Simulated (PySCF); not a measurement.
# Correlation energy of N (nitrogen, neutral)

[He] 2s1 2p4, high-spin 4P determinant (an excited configuration). Calculation: PySCF 2.14, in aug-cc-pVTZ-DK (5s4p3d2f, 46 functions); the spin-free X2C one-electron Hamiltonian (Gaussian nucleus). Frozen: 1s2; 5 electrons correlated.

MP2 pair energies summed by pair of shells (mhartree):

```csv
pair,energy,share (%)
2p-2p,-77.53,84.0
2s-2p,-14.81,16.0
```

Total MP2 correlation energy: -92.34 mhartree.

Same-spin part -29.17 and opposite-spin part -63.17 mhartree; SCS-MP2 scales them by 1/3 and 6/5 to -85.53 mhartree.
